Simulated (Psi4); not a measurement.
C₃H₉N, charge -1, doublet, at the geometry of the source list (a state made from the parent by changing its charge; the spin is typed, not shown lowest) (a gas-phase anion, which may not be bound at this level); B3LYP/STO-3G run with Psi4 1.11.

The Psi4 input:
```
memory 2 GB

molecule {
-1 2
C    -1.84920000   -0.01180000    0.24420000
C    -0.45170000   -0.44620000   -0.17220000
N     0.50820000    0.61060000    0.09070000
C     1.86330000    0.24610000   -0.26290000
H    -2.12030000    0.90360000   -0.27380000
H    -2.57180000   -0.78570000   -0.00010000
H    -1.88760000    0.17370000    1.31550000
H    -0.18660000   -1.38970000    0.34160000
H    -0.43000000   -0.64000000   -1.24940000
H     0.46920000    0.85900000    1.07650000
H     2.52560000    1.07800000   -0.03140000
H     1.90260000    0.05650000   -1.33590000
H     2.22840000   -0.65400000    0.25730000
}

set {
  basis sto-3g
  reference uks
  scf_type pk
  puream true
  d_convergence 1e-8
  dft_radial_points 99
  dft_spherical_points 590
}

energy('b3lyp')
print_variables()
```

Task: What does Psi4 print? Leave out banner, timings and long lists.

Result: 
```
   => Loading Basis Set <=

    Name: STO-3G
    Role: ORBITAL
    Keyword: BASIS

         ---------------------------------------------------------
                                   SCF
               by Justin Turney, Rob Parrish, Andy Simmonett
                          and Daniel G. A. Smith
                              UKS Reference
         ---------------------------------------------------------

  ==> Geometry <==

    Molecular point group: c1
    Full point group: C1

    Geometry (in Angstrom), charge = -1, multiplicity = 2:

       Center              X                  Y                   Z               Mass
    ------------   -----------------  -----------------  -----------------  -----------------
         C           -1.879570818822    -0.106694631200     0.259767663132    12.000000000000
         C           -0.482070818822    -0.541094631200    -0.156632336868    12.000000000000
         N            0.477829181178     0.515705368800     0.106267663132    14.003074004430
         C            1.832929181178     0.151205368800    -0.247332336868    12.000000000000
         H           -2.150670818822     0.808705368800    -0.258232336868     1.007825032230
         H           -2.602170818822    -0.880594631200     0.015467663132     1.007825032230
         H           -1.917970818822     0.078805368800     1.331067663132     1.007825032230
         H           -0.216970818822    -1.484594631200     0.357167663132     1.007825032230
         H           -0.460370818822    -0.734894631200    -1.233832336868     1.007825032230
         H            0.438829181178     0.764105368800     1.092067663132     1.007825032230
         H            2.495229181178     0.983105368800    -0.015832336868     1.007825032230
         H            1.872229181178    -0.038394631200    -1.320332336868     1.007825032230
         H            2.198029181178    -0.748894631200     0.272867663132     1.007825032230

  Running in c1 symmetry.

  Rotational constants: A =      0.87581  B =      0.13211  C =      0.12372 [cm^-1]
  Rotational constants: A =  26256.26740  B =   3960.51751  C =   3708.90873 [MHz]
  Nuclear repulsion =  133.643158793150519

  Charge       = -1
  Multiplicity = 2
  Electrons    = 35
  Nalpha       = 18
  Nbeta        = 17

  ==> Algorithm <==

  SCF Algorithm Type is PK.
  DIIS enabled.
  MOM disabled.
  Fractional occupation disabled.
  Guess Type is SAD.
  Energy threshold   = 1.00e-06
  Density threshold  = 1.00e-08
  Integral threshold = 1.00e-12

  ==> Primary Basis <==

  Basis Set: STO-3G
    Blend: STO-3G
    Number of shells: 21
    Number of basis functions: 29
    Number of Cartesian functions: 29
    Spherical Harmonics?: true
    Max angular momentum: 1

  ==> DFT Potential <==

   => LibXC <=

    Version 7.1.2
    S. Lehtola, C. Steigemann, M. J. T. Oliveira, and M. A. L. Marques,  SoftwareX 7, 1–5 (2018) (10.1016/j.softx.2017.11.002)

   => Composite Functional: B3LYP <=

    B3LYP Hyb-GGA Exchange-Correlation Functional

    P. J. Stephens, F. J. Devlin, C. F. Chabalowski, and M. J. Frisch,  J. Phys. Chem. 98, 11623 (1994) (10.1021/j100096a001)

    Deriv               =              1
    GGA                 =           TRUE
    Meta                =          FALSE

    Exchange Hybrid     =           TRUE
    MP2 Hybrid          =          FALSE

   => Exchange Functionals <=

    0.0800   Slater exchange
    0.7200         Becke 88

   => Exact (HF) Exchange <=

    0.2000               HF

   => Correlation Functionals <=

    0.1900   Vosko, Wilk & Nusair (VWN5_RPA)
    0.8100   Lee, Yang & Parr

   => LibXC Density Thresholds  <==

    XC_HYB_GGA_XC_B3LYP:  1.00E-15

   => Molecular Quadrature <=

    Radial Scheme          =       TREUTLER
    Pruning Scheme         =           NONE
    Nuclear Scheme         =       TREUTLER

    Blocking Scheme        =         OCTREE
    BS radius alpha        =              1
    Pruning alpha          =              1
    Radial Points          =             99
    Spherical Points       =            590
    Total Points           =         708026
    Total Blocks           =           4967
    Max Points             =            256
    Max Functions          =             28
    Weights Tolerance      =       1.00E-15

  ==> Integral Setup <==

  Using in-core PK algorithm.
   Calculation information:
      Number of atoms:                  13
      Number of AO shells:              21
      Number of primitives:             63
      Number of atomic orbitals:        29
      Number of basis functions:        29

      Integral cutoff                 1.00e-12
      Number of threads:                 1

  Performing in-core PK
  Using 189660 doubles for integral storage.
  We computed 26063 shell quartets total.
  Whereas there are 26796 unique shell quartets.

  ==> DiskJK: Disk-Based J/K Matrices <==

    J tasked:                  Yes
    K tasked:                  Yes
    wK tasked:                  No
    Schwarz Cutoff:          1E-12

  Minimum eigenvalue in the overlap matrix is 2.0579368284E-01.
  Reciprocal condition number of the overlap matrix is 8.1166530493E-02.
    Using symmetric orthogonalization.

  ==> Pre-Iterations <==

  SCF Guess: Superposition of Atomic Densities via on-the-fly atomic UHF (no occupation information).

   -------------------------
    Irrep   Nso     Nmo
   -------------------------
     A         29      29
   -------------------------
    Total      29      29
   -------------------------

  ==> Iterations <==

                        Total Energy        Delta E     RMS |[F,P]|

   @UKS iter SAD:  -169.97668187498826   -1.69977e+02   0.00000e+00
   @UKS iter   1:  -171.82824806700401   -1.85157e+00   8.64436e-03 DIIS/ADIIS
   @UKS iter   2:  -171.82177266849214    6.47540e-03   9.41979e-03 DIIS/ADIIS
   @UKS iter   3:  -171.87087174460387   -4.90991e-02   9.98394e-04 DIIS/ADIIS
   @UKS iter   4:  -171.87144771890436   -5.75974e-04   3.78939e-04 DIIS/ADIIS
   @UKS iter   5:  -171.87160305803539   -1.55339e-04   1.80808e-04 DIIS/ADIIS
   @UKS iter   6:  -171.87166883057171   -6.57725e-05   8.68620e-05 DIIS
   @UKS iter   7:  -171.87171634012591   -4.75096e-05   6.83841e-05 DIIS
   @UKS iter   8:  -171.87174669016554   -3.03500e-05   3.52733e-05 DIIS
   @UKS iter   9:  -171.87176970766680   -2.30175e-05   2.22691e-05 DIIS
   @UKS iter  10:  -171.87177599872416   -6.29106e-06   7.15927e-06 DIIS
   @UKS iter  11:  -171.87177656360222   -5.64878e-07   2.26780e-06 DIIS
   @UKS iter  12:  -171.87177658758824   -2.39860e-08   7.25059e-07 DIIS
   @UKS iter  13:  -171.87177658907186   -1.48361e-09   2.68953e-07 DIIS
   @UKS iter  14:  -171.87177658918753   -1.15676e-10   1.14482e-07 DIIS
   @UKS iter  15:  -171.87177658921510   -2.75691e-11   2.67411e-08 DIIS
   @UKS iter  16:  -171.87177658921814   -3.04112e-12   1.62170e-08 DIIS
   @UKS iter  17:  -171.87177658921931   -1.16529e-12   5.01848e-09 DIIS
  Energy and wave function converged.

  ==> Post-Iterations <==

   Electrons on quadrature grid:
      Nalpha   =   18.0000017791 ; deviation = 1.779e-06
      Nbeta    =   17.0000016731 ; deviation = 1.673e-06
      Ntotal   =   35.0000034523 ; deviation = 3.452e-06

   @Spin Contamination Metric:   2.253261522E-03
   @S^2 Expected:                7.500000000E-01
   @S^2 Observed:                7.522532615E-01
   @S   Expected:                5.000000000E-01
   @S   Observed:                5.000000000E-01

    Orbital Energies [Eh]
    ---------------------

    Alpha Occupied:

[...]
    Alpha Virtual:

[...]
    Beta Occupied:

[...]
    Beta Virtual:

[...]
    Final Occupation by Irrep:
              A
    DOCC [    17 ]
    SOCC [     1 ]
    NA   [    18 ]
    NB   [    17 ]

  @UKS Final Energy:  -171.87177658921931

   => Energetics <=

    Nuclear Repulsion Energy =            133.6431587931505192
    One-Electron Energy =                -505.5394989589201487
    Two-Electron Energy =                 222.0030057374591763
    DFT Exchange-Correlation Energy =     -21.9784421609088554
    Empirical Dispersion Energy =           0.0000000000000000
    VV10 Nonlocal Energy =                  0.0000000000000000
    Total Energy =                       -171.8717765892193086

  UHF NO Occupations:
  HONO-2 :   16  A 1.9997294
  HONO-1 :   17  A 1.9994966
  HONO-0 :   18  A 1.0000000
  LUNO+0 :   19  A 0.0005034
  LUNO+1 :   20  A 0.0002706
  LUNO+2 :   21  A 0.0001879
  LUNO+3 :   22  A 0.0000693

Computation Completed

Properties will be evaluated at   0.000000,   0.000000,   0.000000 [a0]

Properties computed using the SCF density matrix

 Multipole Moments:

 ------------------------------------------------------------------------------------
     Multipole            Electronic (a.u.)      Nuclear  (a.u.)        Total (a.u.)
 ------------------------------------------------------------------------------------

 L = 1.  Multiply by 2.5417464519 to convert [e a0] to [Debye]
 Dipole X            :          0.4409388           -0.3237249            0.1172139
 Dipole Y            :          1.2546113           -1.1758206            0.0787907
 Dipole Z            :          0.0828463            0.2250674            0.3079137
 Magnitude           :                                                    0.3387594

 ------------------------------------------------------------------------------------

  Variable Map:
  ----------------------------------------------------------------------------
[...]
  Array Variable Map:
  ----------------------------------------------------------------------------
[...]
[...]
```
